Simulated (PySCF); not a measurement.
C₄H₄F₂O₂.

```xyz
12

C     -0.5437     2.6432     0.0000
C      0.0297     1.2858     0.0000
C      1.2704     0.7957     0.0000
O      1.2225    -0.5813     0.0000
C     -0.1025    -0.9291     0.0000
F     -0.3916    -1.6743     1.0687
F     -0.3916    -1.6743    -1.0687
O     -0.8515     0.2198     0.0000
H      0.2579     3.3927     0.0000
H     -1.1749     2.7999     0.8888
H     -1.1749     2.7999    -0.8888
H      2.2493     1.2632     0.0000
```

The structure is a stationary point at PBE0-D3(BJ)/def2-SVP. Other conformers were not sampled.

Level of theory: PBE/pcSseg-1 (PySCF). Non-relativistic, no solvent.

Q: Give the absolute GIAO shielding of each atom: isotropic value and principal components (ppm). (Estimate from the structure and the level; the computed values follow.)

A: 
```
atom  σ(iso)    σ11    σ22    σ33   span
----  ------  -----  -----  -----  -----
C1     168.7  156.0  166.0  184.1   28.1
C2      39.7  -31.4   66.6   83.8  115.2
C3      54.6  -10.0   82.2   91.7  101.6
O4     152.6  125.4  151.1  181.3   56.0
C5      37.4   32.9   35.1   44.4   11.5
F6     218.6  169.6  182.5  303.7  134.1
F7     218.6  169.6  182.5  303.7  134.1
O8     133.8  105.7  142.3  153.6   47.9
H9      29.5   25.6   27.8   35.0    9.5
H10     29.1   24.6   27.2   35.5   10.9
H11     29.1   24.6   27.2   35.5   10.9
H12     25.1   23.1   25.9   26.3    3.2
```
